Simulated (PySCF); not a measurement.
**ECD: `Cl[Si@H]([C@@H]1[C@@H](C)[C@@H]1F)C`, C$_{5}$H$_{10}$ClFSi**

Geometry (Å), atoms numbered from 1 in this order:
```xyz
18

C    -2.299    0.409    0.986
C    -0.984   -0.161    0.524
C    -0.938   -1.099   -0.630
F    -0.060   -2.148   -0.578
C    -0.378    0.281   -0.793
Si    1.485    0.525   -1.003
C     2.466   -0.165    0.466
Cl    1.788    2.530   -1.123
H    -2.962    0.580    0.141
H    -2.140    1.358    1.495
H    -2.789   -0.274    1.678
H    -0.286   -0.373    1.324
H    -1.839   -1.406   -1.147
H    -1.005    0.943   -1.380
H     1.910   -0.071   -2.271
H     2.237   -1.213    0.629
H     2.251    0.377    1.385
H     3.535   -0.086    0.286
```

Theory: TDDFT CAM-B3LYP/def2-SVPD circular dichroism and optical rotation, one conformer, gas phase (PySCF). Geometry: GFN2-xTB.

The molecule is flexible and this is one conformer; a measurement averages over conformers. Singlets 12 and 13 lie within 0.01 eV of each other, so their separate moments and overlaps can depend on how they mix.

(1) Assign R or S to each stereocentre.

(2) Which excitations and rotatory strengths does the calculation give?

Results:

(1) C2 S, C3 S, C5 R, Si6 S.

(2) Rotatory strengths R in 10⁻⁴⁰ esu² cm², velocity form and length form (origin at the centre of mass); f in length form.
```tsv
state	E (eV)	λ (nm)	f	R (velocity)	R (length)	main
1	7.64	162	0.011	-9.1	-9.5	HOMO→LUMO+1 0.79
2	7.94	156	0.015	-17.3	-16.0	HOMO→LUMO 0.79
3	8.00	155	0.022	+25.5	+24.9	HOMO−1→LUMO+1 0.58, HOMO−1→LUMO+2 0.10
4	8.11	153	0.014	-9.5	-9.7	HOMO→LUMO+2 0.51, HOMO→LUMO+3 0.19
5	8.21	151	0.013	+14.1	+13.5	HOMO−2→LUMO+1 0.32, HOMO−1→LUMO 0.26
6	8.30	149	0.009	-7.1	-7.0	HOMO→LUMO+3 0.32, HOMO→LUMO+2 0.21
7	8.39	148	0.071	-51.5	-50.3	HOMO−1→LUMO 0.35, HOMO−1→LUMO+2 0.27
8	8.58	144	0.019	+12.1	+12.3	HOMO−2→LUMO 0.25, HOMO−1→LUMO+3 0.20
9	8.61	144	0.024	+12.2	+11.9	HOMO−3→LUMO+1 0.26, HOMO→LUMO+4 0.15
10	8.71	142	0.020	+19.0	+17.7	HOMO−1→LUMO+3 0.23, HOMO−1→LUMO+2 0.15
11	8.77	141	0.028	+0.8	+1.2	HOMO→LUMO+6 0.36, HOMO−3→LUMO+2 0.12
12	8.90	139	0.022	+3.9	+4.3	HOMO−3→LUMO 0.28, HOMO−2→LUMO 0.10
13	8.90	139	0.026	-39.0	-38.7	HOMO−2→LUMO+2 0.20, HOMO−1→LUMO+4 0.12
14	8.98	138	0.089	+11.3	+10.7	HOMO−2→LUMO+2 0.28, HOMO−2→LUMO 0.16
15	9.09	136	0.023	-15.9	-15.7	HOMO→LUMO+5 0.25, HOMO−3→LUMO 0.12
16	9.12	136	0.047	+47.7	+46.3	HOMO−3→LUMO+2 0.19, HOMO→LUMO+5 0.11
```

Among the states computed, the strongest CD band (largest |R|) is state 7. The largest dissymmetry factor in size, g = 4R/(D+G), with D and G the electric and magnetic dipole strengths, is -0.02 for state 13 (velocity form, f = 0.026), among bands with |R| over 0.5. The mirror image has the same energies and oscillator strengths and all R with the opposite sign.
